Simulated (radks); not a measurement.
The numbers below are computed, except where a source is named.
How relativity changes the ionisation of the rhenium ion Re2+ ([Xe] 4f14 5d5) to Re3+ ([Xe] 4f14 5d4). Spin-unpolarised spherical Kohn-Sham, PBEsol, point nucleus unless stated (finite: rms radius 5.3698 fm), a radial shooting solver on a logarithmic mesh with Libxc functionals. A level marked "c x" has the speed of light scaled by that factor and shares open shells by 2j + 1; other Dirac levels either fill j = l - 1/2 first or share by 2j + 1.

\begin{tabular}{lrrrrr}
level & E(Re2+) (hartree) & E(Re3+) (hartree) & IE (eV) & HOMO & <r> HOMO (bohr) \\ \hline
non-rel. & -15783.1520 & -15782.1251 & 27.943 & 5d & 1.744 \\
scalar-rel. & -16686.4406 & -16685.4426 & 27.158 & 5d & 1.778 \\
scalar-rel., finite nucleus & -16683.6497 & -16682.6517 & 27.159 & 5d & 1.778 \\
Dirac, 2j+1 shares & -16711.9714 & -16710.9737 & 27.150 & 5d5/2 & 1.803 \\
Dirac, low j first & -16712.0436 & -16711.0716 & 26.451 & 5d5/2 & 1.811 \\
Dirac, 2j+1 shares, finite nucleus & -16709.1534 & -16708.1557 & 27.151 & 5d5/2 & 1.803 \\
Dirac, c x 1.5 & -16159.3472 & -16158.3338 & 27.577 & 5d5/2 & 1.770 \\
Dirac, c x 2 & -15988.6503 & -15987.6310 & 27.735 & 5d5/2 & 1.758 \\
Dirac, c x 100 & -15783.2314 & -15782.2045 & 27.943 & 5d5/2 & 1.744 \\
\end{tabular}

NIST Atomic Spectra Database: 27 eV (theoretical). The relativistic part of the total energy of Re2+ is -926 hartree (Dirac, 2j+1 shares, finite nucleus), 5.9 % of the non-relativistic value. Spin polarisation and multiplet splitting of open shells are left out at every level.

Beside tabulated values, note that relativity, absent from the non-relativistic runs, is large for the heavy elements, and spin-unpolarised runs miss the spin-polarisation part of the exchange energy of open shells.
